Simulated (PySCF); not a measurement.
Which method gave which barrier?

Saddle point of AlAsH6S, closed shell (AlH₃S ([AlH2][SH]) + AsH₃ → AlAsH₄ ([AlH2][AsH2]) + H₂S (still joined by a long Al–S bond); bonds formed: Al1–As6, S2–H5; bonds broken: H5–As6; bonds weakened to dative contacts: Al1–S2), PBE0-D4/def2-TZVP structure:

Al1  (-0.687, -0.065, -0.714)
S2  (0.856, 1.716, -1.012)
H3  (-0.271, -1.354, -1.527)
H4  (-2.103, 0.632, -0.652)
H5  (0.538, 0.938, 0.394)
As6  (0.088, -0.291, 1.828)
H7  (1.908, 0.898, -1.193)
H8  (0.908, -1.464, 1.311)
H9  (-1.236, -1.010, 1.565)
(Å)

PySCF 2.14 with density fitting (its default auxiliary sets; JK sets also for MP2 and CCSD(T)); basis: def2-TZVPP, with def2-QZVPP for the basis limit; cores frozen in the correlated methods. Filled d shells of the heavier atoms are correlated. The def2 sets are not built for correlating such inner shells, so the correlated values are less sure here. B3LYP uses VWN-RPA correlation. Extrapolation: Hartree–Fock as exp(−7.88 √X), correlation as X^−2.97. Four methods, as single points on the PBE0-D4 structures, gave these electronic barriers from the start structure: 0.441, 0.933, 1.123, 1.627 eV.

(1) The methods were, in alphabetical order, B3LYP-D4, BHLYP-D4, HF, SPW92. Which gave which? (A judgement: the text doesn't fix the answer.)

No T1 diagnostic of these runs exceeds 0.012.

Results:

(1) The calculation gives: SPW92 0.441; B3LYP-D4 0.933; BHLYP-D4 1.123; HF 1.627 eV. For comparison, CCSD(T) at an estimated basis limit (MP2 extrapolated from triple and quadruple zeta, plus CCSD(T) − MP2 in triple zeta) gives 0.978 eV.

Labels in which every atom is bracketed show which atoms are joined, not bond orders.

For scale, one of the runs: CCSD(T)/def2-TZVPP, 216 basis functions, launched by `OMP_NUM_THREADS=4 python run.py`. Hardware: 4 CPU threads of an Arm Neoverse V1, shared host. Wall time 12 min; peak host memory 3.3 GiB.
